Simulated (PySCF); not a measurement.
**TbOCl at several levels of theory**

Computed with PySCF 2.14.0 (density fitting, no spin-orbit coupling) at the geometry relaxed with PBE0:

```xyz
3
TbOCl (singlet in the valence; each metal's 4f electrons, 8 of them, lie in its core potential, out of spins and levels)
Tb    0.2523    0.0000   -0.3981
O     1.7599    0.0000    0.6225
Cl   -1.9279    0.0000    0.8850
```

```tsv
level	basis	state	HOMO (eV)	gap (eV)	charge on Tb1 (e)	population of f-type functions on Tb1 (polarisation alone where 4f lies in the core)	dipole about the centre of mass (D)	largest force component (eV/Å)
PBE0	Tb lcecp-1-SVP with ECP54, O def2-SVP, Cl def2-SVP	singlet	-7.03	4.51	0.82	0.08	7.51	0.01
PBE0	Tb lcecp-1-TZVP with ECP54, O def2-TZVP, Cl def2-TZVP	singlet	-7.02	4.52	1.23	0.07	7.73	0.16
```

In the lcecp rows the 4f levels are missing from HOMO and gap, and the state counts the valence alone.

Charges are Mulliken's, which hang on the basis. The relaxation used the grid (50, 194), these runs (75, 302) or, all-electron (x2c bases, spin-free X2C Hamiltonian), (99, 590).

**Question.** A further run in the first row's basis gives HOMO (eV) -6.20, gap (eV) 3.49, charge on Tb1 (e) 0.82, population of f-type functions on Tb1 (polarisation alone where 4f lies in the core) 0.07, dipole about the centre of mass (D) 7.40, largest force component (eV/Å) 0.56. Which level was it?
A. TPSSh
B. BP86

**Answer.** A. The others give HOMO -5.73 eV (BP86).

In the first row's basis the gap widens with exact exchange: 2.7 eV for BP86 (none); 3.5 to 4.5 eV for TPSSh, PBE0 (a fixed share).

An lcecp potential fixes the number of 4f electrons, so in runs with it no electron can move into or out of that shell.
